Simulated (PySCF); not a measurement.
Ga(F)(OH)(OMe) (CH4FGaO2), SMILES C[O][Ga]([OH])[F].

Coordinates come from a PBE0-D3(BJ)/def2-SVP optimisation. The structure was generated by enumeration; whether it is a known compound was not checked. One conformer was computed; it need not be the lowest.

Two levels are set side by side: TDA-PBE/def2-SVPD (PySCF) and TDA-PBE0/def2-SVPD (PySCF). Vertical, same geometry. The lowest singlet is HOMO→LUMO 100 % with PBE and HOMO→LUMO 97 % with the other functional; states are paired by order. Differences are taken from unrounded values.

| quantity | TDA-PBE0 |
|---|---|
| lowest singlet excitation (eV) | 5.51 |
| lowest triplet excitation (TDA) (eV) | 5.16 |
| first bright state (f over 0.05) (eV) | 7.36 |
| its oscillator strength | 0.12 |

Problem. What does TDA-PBE give, and how far is it from TDA-PBE0? (Estimate from the structure and the level; the computed values follow.)

Solution. 
```csv
quantity,TDA-PBE,TDA-PBE minus TDA-PBE0
lowest singlet excitation (eV),4.57,-0.94
lowest triplet excitation (TDA) (eV),4.29,-0.87
first bright state (f over 0.05) (eV),6.49,-0.87
its oscillator strength,0.07,-0.04
```

A lower first singlet is the usual sign of a functional without exact exchange. Differences between two approximate levels are no errors against the true value.

Rough cost on one machine, each run with all the roots and properties that it gave: TDA-PBE0 against TDA-PBE about 2 times.
